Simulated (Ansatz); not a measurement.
## SiAsNH6 (SMILES N[AsH][SiH3]): the energy to break a bond

SiAsNH6: 9 atoms, total charge 0, spin state singlet. As SMILES, `N[AsH][SiH3]`. The shape was relaxed beforehand at PBE0/def2-SVP. This is one conformer, not always the lowest.

| atom | x (Å) | y (Å) | z (Å) |
| --- | --- | --- | --- |
| N | -1.0951 | 0.7121 | -1.1383 |
| As | 0.7428 | 0.4569 | -0.9823 |
| Si | 0.5599 | -1.0620 | 0.8281 |
| H | -1.3152 | 1.2556 | -1.9697 |
| H | -1.5330 | 1.1583 | -0.3357 |
| H | 1.1517 | 1.6164 | -0.0543 |
| H | 1.8961 | -1.2214 | 1.4817 |
| H | 0.1069 | -2.3864 | 0.3091 |
| H | -0.4256 | -0.5758 | 1.8444 |

Wanted: the dissociation energy of the H5–N1 bond into doublet H and doublet SiAsNH5 (shapes relaxed at PBE0/def2-SVP, no zero-point term). 1 Eh = 2625.50 kJ/mol = 27.2114 eV. Totals in Eh; open shells run unrestricted unless said.

| level | program | SiAsNH6 | doublet H | doublet SiAsNH5 |
| --- | --- | --- | --- | --- |
| HF/def2-SVP | Ansatz | -2580.651348 | -0.499278 | -2580.023456 |
| PBE/def2-SVP | Ansatz | -2582.741873 | -0.498629 | -2582.082964 |
| B3LYP/def2-SVP | Ansatz | -2583.371559 | -0.501259 | -2582.706963 |

Task: Work out the dissociation energy at each level.

Result: 
1. HF/def2-SVP: (-0.499278) + (-2580.023456) − (-2580.651348) = 0.128614 Eh = 337.7 kJ/mol = 3.50 eV.
2. PBE/def2-SVP: (-0.498629) + (-2582.082964) − (-2582.741873) = 0.160280 Eh = 420.8 kJ/mol = 4.36 eV.
3. B3LYP/def2-SVP: (-0.501259) + (-2582.706963) − (-2583.371559) = 0.163337 Eh = 428.8 kJ/mol = 4.44 eV.

The levels span 338 to 429 kJ/mol; no measured value is set beside them. Hartree–Fock lacks the correlation of the electrons that are unpaired, so it comes out low. A bond enthalpy at 298 K also holds the loss of zero-point energy and thermal terms.
